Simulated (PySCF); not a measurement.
## Correlation energy of Tl⁺ (thallium, charge +1)

[Xe] 4f14 5d10 6s1 6p1, high-spin 3P determinant (an excited configuration). All numbers are calculated (PySCF 2.14, scalar relativity by spin-free X2C-1e, in x2c-TZVPPall). Frozen: [Kr] 4d10 4f14; 20 electrons correlated.

```
  level  correlation energy (mhartree)
   CCSD                        -396.79
    (T)                          -7.47
CCSD(T)                        -404.26
```

Diagnostics: T1 = 0.0083, D1 = 0.0312, largest double amplitude 0.031.

Spin-orbit coupling, absent here, splits the open shell strongly.

Cost of the coupled-cluster step: roughly 30 core-seconds, for 20 correlated electrons.

Iterations:

```
CC2 = 0
CCSD nocc = (np.int64(11), np.int64(9)), nmo = (53, 53)
frozen orbitals [[0, 1, 2, 3, 4, 5, 6, 7, 8, 9, 10, 11, 12, 13, 14, 15, 16, 17, 18, 19, 20, 21, 22, 24, 25, 26, 27, 28, 29, 30], [0, 1, 2, 3, 4, 5, 6, 7, 8, 9, 10, 11, 12, 13, 14, 15, 16, 17, 18, 19, 20, 21, 22, 24, 25, 26, 27, 28, 29, 30]]
max_cycle = 100
direct = 0
conv_tol = 1e-08
conv_tol_normt = 1e-06
diis_space = 8
diis_start_cycle = 0
Init t2, MP2 energy = -0.41861695022799
Init E_corr(UCCSD) = -0.418616950232421
cycle = 1  E_corr(UCCSD) = -0.387098324504295  dE = 0.0315186257  norm(t1,t2) = 0.05863
cycle = 2  E_corr(UCCSD) = -0.396552933380338  dE = -0.00945460888  norm(t1,t2) = 0.0157187
cycle = 3  E_corr(UCCSD) = -0.396037014842614  dE = 0.000515918538  norm(t1,t2) = 0.00737453
cycle = 4  E_corr(UCCSD) = -0.396800110460971  dE = -0.000763095618  norm(t1,t2) = 0.00374444
cycle = 5  E_corr(UCCSD) = -0.396835828362473  dE = -3.57179015e-05  norm(t1,t2) = 0.00119621
cycle = 6  E_corr(UCCSD) = -0.396782902724014  dE = 5.29256385e-05  norm(t1,t2) = 0.000282088
cycle = 7  E_corr(UCCSD) = -0.396794070515398  dE = -1.11677914e-05  norm(t1,t2) = 9.72166e-05
cycle = 8  E_corr(UCCSD) = -0.396795054846795  dE = -9.84331398e-07  norm(t1,t2) = 4.23833e-05
cycle = 9  E_corr(UCCSD) = -0.396793279393466  dE = 1.77545333e-06  norm(t1,t2) = 1.36974e-05
cycle = 10  E_corr(UCCSD) = -0.3967935835806  dE = -3.04187134e-07  norm(t1,t2) = 2.42913e-06
cycle = 11  E_corr(UCCSD) = -0.396793602466297  dE = -1.88856962e-08  norm(t1,t2) = 8.16105e-07
cycle = 12  E_corr(UCCSD) = -0.396793592346274  dE = 1.0120023e-08  norm(t1,t2) = 1.34818e-07
cycle = 13  E_corr(UCCSD) = -0.39679359465341  dE = -2.30713637e-09  norm(t1,t2) = 3.43081e-08
UCCSD converged
E(UCCSD) = -20243.51935645743  E_corr = -0.39679359465341
UCCSD(T) correction = -0.00747107570386811
```

The basis was made for the ground configuration and has no added diffuse functions, which can raise the energy of the promoted electron.

This basis was not built for core-valence correlation, so the inner-shell part is incomplete.
